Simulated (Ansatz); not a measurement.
Geometry optimisation, UKS BLYP-D4/def2-SVP in Ansatz.

input.yaml

```yaml
crystal:
  periodic: [false, false, false]
  atoms:
    - { symbol: Ge, position_ang: [-0.744887, 1.159484, -0.382008] }
    - { symbol: Cl, position_ang: [1.528724, -0.351707, -2.611408] }
    - { symbol: H, position_ang: [-1.368649, 1.102894, -1.791205] }
    - { symbol: H, position_ang: [-1.738066, 1.746956, 0.669503] }
    - { symbol: H, position_ang: [0.607793, 1.922558, -0.317534] }
    - { symbol: H, position_ang: [0.830848, -1.032515, -1.723978] }
    - { symbol: O, position_ang: [-0.493205, -0.61871, 0.060339] }
    - { symbol: C, position_ang: [0.201685, -0.908065, 1.270562] }
    - { symbol: H, position_ang: [-0.290749, -0.454677, 2.164962] }
    - { symbol: H, position_ang: [1.260391, -0.55912, 1.250503] }
    - { symbol: H, position_ang: [0.206016, -2.007197, 1.410362] }
magnetization:
  spin_polarized: true
basis:
  gaussian: { orbitals: def2-SVP }
hamiltonian:
  xc: blyp
  dispersion: d4
relax:
  f_tol: 0.03
  max_steps: 50
```

Run as:

```bash
$ ansatz run input.yaml --threads 4 --pin off --max-ram 5120MiB --backend cpu --events-out ev --progress --plain --runs-dir out
```

Question: Where does it end, and by what steps?

Answer: The run converged. After 7 steps the energy has fallen by 0.154 eV; Cl2 moved furthest, 0.64 Å.

```csv
step,energy less start (eV),largest force component (eV/Å),accepted
0,0.0000,0.357,yes
1,-0.0600,0.630,yes
2,-0.1222,0.192,yes
3,-0.1448,0.225,yes
4,-0.1508,0.079,yes
5,-0.1529,0.053,yes
6,-0.1539,0.042,yes
7,-0.1542,0.019,yes
```

```xyz
11
Properties=species:S:1:pos:R:3
Ge -0.797 1.250 -0.375
Cl 1.635 -0.876 -2.251
H -1.425 1.267 -1.784
H -1.800 1.666 0.737
H 0.518 2.069 -0.272
H 0.630 -0.910 -1.362
O -0.417 -0.531 -0.093
C 0.276 -0.897 1.110
H -0.257 -0.535 2.017
H 1.317 -0.501 1.123
H 0.321 -2.003 1.152
```

The run took 29 s on 4 threads of Arm Neoverse N1, on a shared host, peak memory 0.2 GiB.
